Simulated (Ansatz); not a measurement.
Calculated with Ansatz (gas phase, PBE0-D4/def2-TZVP geometries, no zero-point term in ΔE). CCSD(T)/CBS adds triple-zeta CCSD(T) − MP2 to the extrapolated MP2 energy (def2 sets, frozen cores). This one scheme is used for every species. Functionals use def2-TZVPP. Elements past krypton have def2 core potentials. For Sb outer-core shells are correlated without core-valence functions, which leaves a few kJ/mol of doubt a bond. Each species was taken in one conformer, which may not be the lowest.

Consider the formal hydrolysis of the Si–Sb bond: `ClC[SiH2][SbH2]` + H₂O → `O[SiH2]CCl` + `[SbH3]`.

| level | ΔE (kJ/mol) |
| --- | --- |
| ωB97X-V | -65.2 |
| MP2/CBS(def2) | -48.8 |

Q: What does CCSD(T)/CBS give? (An estimate is asked.)

A: Ansatz gave: -53.9 kJ/mol. The listed levels differ from it by -11.3, 5.1 kJ/mol.

Largest T1 diagnostic among the species: 0.014.

In def2-TZVPP, CCSD(T) changes the Hartree–Fock value by +25.7 kJ/mol (the triples alone add +3.9 kJ/mol) and MP2 by +30.8 kJ/mol. The D4 term adds +9.2 kJ/mol with B3LYP and +5.4 kJ/mol with PBE0; it sums over pairs of atoms, weighted by their polarisabilities, and B3LYP, whose exchange is more repulsive, gets the larger term. From PBE to PBE0 (25 % exact exchange), in def2-TZVPP and without D4, ΔE moves by −3.3 kJ/mol.

B3LYP here is the variant with VWN-RPA as its local correlation; programs differ in this.
